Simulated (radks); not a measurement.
The numbers below are computed, except where a source is named.
Effect of the nuclear size on neutral arsenic, [Ar] 3d10 4s2 4p3. Code: a radial shooting solver on a logarithmic mesh with Libxc functionals. Model: Dirac Kohn-Sham, PBE, spin-unpolarised, spherical densities, finite nucleus; open shells are shared between the two j in proportion to 2j + 1; Fermi nuclear charge, rms radius 4.0968 fm. The rms radius is varied about that value; shifts are against it.

| rms radius (fm) | total energy shift (eV) | density at nucleus (e/bohr^3) | 1s1/2 shift (meV) | 2s1/2 shift (meV) | 3s1/2 shift (meV) | 3p1/2 shift (meV) | 4s1/2 shift (meV) |
|---|---|---|---|---|---|---|---|
| 3.4126 | -0.122 | 3.6e+04 | -51.7 | -5.09 | -0.771 | 0.075 | -0.063 |
| 3.8264 | -0.0506 | 3.573e+04 | -21.5 | -2.12 | -0.320 | 0.031 | -0.026 |
| 4.0968 | 0 | 3.556e+04 | 0.000 | 0.000 | 0.000 | 0.000 | 0.000 |
| 4.2525 | 0.0306 | 3.547e+04 | 13.0 | 1.28 | 0.194 | -0.019 | 0.016 |
| 5.0555 | 0.205 | 3.506e+04 | 87.1 | 8.58 | 1.30 | -0.127 | 0.105 |

Slopes of the eigenvalues against <r^2> in GHz/fm^2, as finite differences over the two radii next to the reference (eigenvalue slopes, not the field-shift constants of lines): 1s1/2 2420, 2s1/2 239, 3s1/2 36.1, 3p1/2 -3.52, 4s1/2 2.93.
